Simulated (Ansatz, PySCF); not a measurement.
System: C4H5GeS (charge 0, doublet). SMILES: [GeH2][c]1cccs1
Geometry: optimised at B3LYP-D3(BJ)/def2-TZVP (Ansatz, a program for electronic structure).

Property: atomisation energy, in kcal/mol. Set-up: open shells spin-unrestricted; non-relativistic; atomisation electronic, to ground-state atoms; no spin-orbit coupling; 6-31G* and kin with 6d, 5d where marked; frozen cores in correlated levels (noble-gas shells and the d and f shells of earlier blocks); dispersion terms only where a functional's name holds one; LANL2DZ with its own core potentials from Na on. First-principles rows: single points at B3LYP-D3(BJ) geometries (Ansatz). A UHF reference is markedly spin-contaminated in at least one set, which strains HF and MP2.

```
level                                         program  atomisation energy (kcal/mol)
-------------------------------------  --------------  -----------------------------
HF/LANL2DZ                                     Ansatz                          674.8
HF/6-31G*                                      Ansatz                          747.5
SVWN5/6-31G*                                   Ansatz                         1227.8
SVWN5/6-31G* with LANL2DZ past Ar              Ansatz                         1218.9
PBE/3-21G                                      Ansatz                         1074.3
PBE/def2-SVP                                   Ansatz                         1096.7
BLYP/6-31G*                                    Ansatz                         1032.8
BP86/6-31G* with LANL2DZ past Ar (5d)           PySCF                         1082.3
B3LYP/3-21G                                    Ansatz                         1018.6
B3LYP/6-31G                                    Ansatz                          997.8
B3LYP/6-31G*                                   Ansatz                         1034.0
B3LYP/6-31G* with LANL2DZ past Ar              Ansatz                         1032.8
MP2/6-31G*                                     Ansatz                          970.9
PBE/def2-TZVPD                                 Ansatz                         1089.1
B3LYP-D3(BJ)/def2-TZVPD                Ansatz + dftd3                         1056.5
B2PLYP-D3(BJ)/def2-TZVPD               Ansatz + dftd3                         1049.5
```

No value to compare with is used here. The 13 habitual levels span 674.8 (HF/LANL2DZ) to 1227.8 kcal/mol (SVWN5/6-31G*); B3LYP-D3(BJ)/def2-TZVPD gives 1056.5.

The levels are drawn from those run, B3LYP/6-31G* more often than the rest, none by its result; left out are runs that failed, that the program found above a lower state of the same kind, or whose <S^2> lies over 0.5 above the pure value.
